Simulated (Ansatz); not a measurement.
Relaxation of CH5ClSn (8 atoms, charge 0, multiplicity 1), to a largest force component of 0.03 eV/Å in at most 50 steps.

All numbers below come from RKS B3LYP/def2-SVP (Ansatz).

```xyz
8
Properties=species:S:1:pos:R:3
Sn -0.794 0.146 0.363
H 1.701 0.232 1.918
Cl 2.715 -0.149 1.135
H -0.647 1.121 -1.131
C -1.192 -1.729 -0.760
H -1.432 -2.566 -0.089
H -2.020 -1.575 -1.472
H -0.294 -1.985 -1.350
```

Where does it end, and by what steps?

The run converged. The force dipped under the threshold on the way, but the program's further checks kept it going. After 12 steps the energy has fallen by 0.117 eV; Cl3 moved furthest, 0.76 Å.

```csv
step,energy less start (eV),largest force component (eV/Å),accepted
0,0.0000,0.901,yes
1,-0.0224,0.744,yes
2,-0.0022,1.431,no
3,-0.0456,0.523,yes
4,-0.0688,0.334,yes
5,-0.0887,0.514,yes
6,-0.1066,0.144,yes
7,-0.1148,0.143,yes
8,-0.1148,0.110,yes
9,-0.1164,0.161,yes
10,-0.1174,0.017,yes
11,-0.1028,0.865,no
12,-0.1174,0.024,yes
```

```xyz
8
Properties=species:S:1:pos:R:3
Sn -0.986 0.287 0.315
H 1.957 -0.027 2.092
Cl 2.032 -0.117 0.804
H -0.458 1.123 -1.184
C -1.098 -1.695 -0.710
H -1.264 -2.515 0.006
H -1.953 -1.661 -1.408
H -0.192 -1.901 -1.301
```

The run took 46 s on 2 threads of Arm Neoverse N1, with other jobs on the host, peak memory 0.18 GiB.
